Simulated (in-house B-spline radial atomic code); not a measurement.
Checks on a self-consistent run for Er3+, [Ar] 3d10 4s2 (4p1/2)2 (4p3/2)3 4d10 4f12 5s2 5p6. Level of theory: Dirac-Hartree-Fock, average of the jj configuration, Fermi nucleus of rms radius 5.2516 fm; calculated with an all-electron radial atomic-structure program (B-spline basis).

| orbital | q | ε (Eh) | <1/r> | <r²> | small-component weight |
| --- | --- | --- | --- | --- | --- |
| 1s1/2 | 2 | -2126.90234 | 77.541 | 0.000567793 | 0.064779 |
| 2s1/2 | 2 | -363.14981 | 18.6687 | 0.0087617 | 0.014493 |
| 2p1/2 | 2 | -345.17005 | 18.5992 | 0.00634263 | 0.014503 |
| 2p3/2 | 4 | -311.36027 | 16.1447 | 0.00755693 | 0.01332 |
| 3s1/2 | 2 | -84.42637 | 6.84924 | 0.0575798 | 0.0046933 |
| 3p1/2 | 2 | -76.55612 | 6.75266 | 0.0534416 | 0.0046213 |
| 3p3/2 | 4 | -69.29697 | 6.12317 | 0.0603216 | 0.004285 |
| 3d3/2 | 4 | -56.03944 | 5.99751 | 0.0475425 | 0.0041515 |
| 3d5/2 | 6 | -54.46702 | 5.84501 | 0.0494108 | 0.0040571 |
| 4s1/2 | 2 | -18.55759 | 2.84233 | 0.29097 | 0.0014806 |
| 4p1/2 | 2 | -15.45536 | 2.73185 | 0.304635 | 0.001398 |
| 4p3/2 | 3 | -13.83232 | 2.52139 | 0.344942 | 0.0012823 |
| 4d3/2 | 4 | -8.52592 | 2.30401 | 0.385176 | 0.0011044 |
| 4d5/2 | 6 | -8.15372 | 2.24907 | 0.400802 | 0.0010692 |
| 4f5/2 | 5.1429 | -1.82439 | 1.75734 | 0.676206 | 0.00069506 |
| 4f7/2 | 6.8571 | -1.75659 | 1.72968 | 0.704502 | 0.00067779 |
| 5s1/2 | 2 | -3.44779 | 1.05927 | 1.75069 | 0.00029318 |
| 5p1/2 | 2 | -2.45073 | 0.949936 | 2.14811 | 0.00024196 |
| 5p3/2 | 4 | -2.21513 | 0.889875 | 2.4434 | 0.00022395 |

Electron-electron repulsion V_ee = 4778.3846 hartree.

Question: What total energy follows from the eigenvalues?

Answer: The eigenvalues count the repulsion twice, so E = Σqε - V_ee = -8300.632 - 4778.385 = -13079.017 hartree; the run printed -13079.017.

Question: Does the Dirac virial theorem hold?

Answer: For a point nucleus E = -2c²Σq·w, with w the small-component weight. Here Σq·w = 0.34818 and c = 137.0360, so the ratio E/(-2c²Σq·w) is 1.000177; the finite nucleus accounts for the departure from 1.

Question: What diamagnetic shielding (Lamb formula) and susceptibility (Langevin formula) do the radii give?

Answer: σ = (α²/3)Σq<1/r> = 474.852/(3·137.036²) = 8428.8 ppm, and χ = -0.79199×10⁻⁶·Σq<r²> = -26.19×10⁻⁶ cm³/mol with Σq<r²> = 33.063 bohr². Both are non-relativistic formulas without the paramagnetism of open shells; for so heavy an element the full relativistic shielding is larger by tens of per cent.
